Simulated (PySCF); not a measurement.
Sn(F)(Cl)2(Br), SMILES [F][Sn]([Cl])([Cl])[Br] (BrCl₂FSn) at its PBE0/def2-SVP optimised geometry (Å):

```
5

F     -1.4021    -1.9193     1.6119
Sn    -0.7934    -1.0734     0.0000
Cl    -1.6512    -2.2919    -1.7690
Cl    -1.6546     1.0734     0.0000
Br     1.6546    -1.0734     0.0000
```

Calculation: PBE0/def2-TZVP, def2 effective core potentials past Kr in PySCF 2.14.0. The core electrons that the potentials of Sn replace are not part of the density. Cells within 0.4 Å of a nucleus heavier than hydrogen are left out (blank, or x).

Map of the electrostatic potential (hartree/e), clipped to [-0.08, 0.12] on the plane z = 0.0 Å:

```
|000000000000000000000000000|
|000000000000000000000000000|
|000000000000000000000000000|
|000001111000000000000000000|
|000011222110000000000000000|
|000123465421000000000000000|
|000137999952000000000000000|
|000269999995100000000000000|
|000299999999311000000000000|
|0003999xx999521111000000000|
|0002999xx999743211100000000|
|000289999999975432221111111|
|000159999999999656765322111|
|001248999999999999999953211|
|011248999999999999999995321|
|012369999999999999999998421|
|1124799999xx999999xx9999422|
|1124799999xx999999xx9999422|
|012369999999999999999997421|
|011248999999999999999995321|
|001135999999999999999953211|
|000123599999999766665321111|
|000011347999986432221111111|
|000000123456654321100000000|
|000000011233332211000000000|
|000000001112221111000000000|
|000000000011111110000000000|
```
Scale: ten equal steps from -0.005 (start of '0') to 0.120 (end of '9'), in the order '0123456789'; x runs from -4.00 to 4.00, y from -4.00 (bottom) to 4.00 (top).
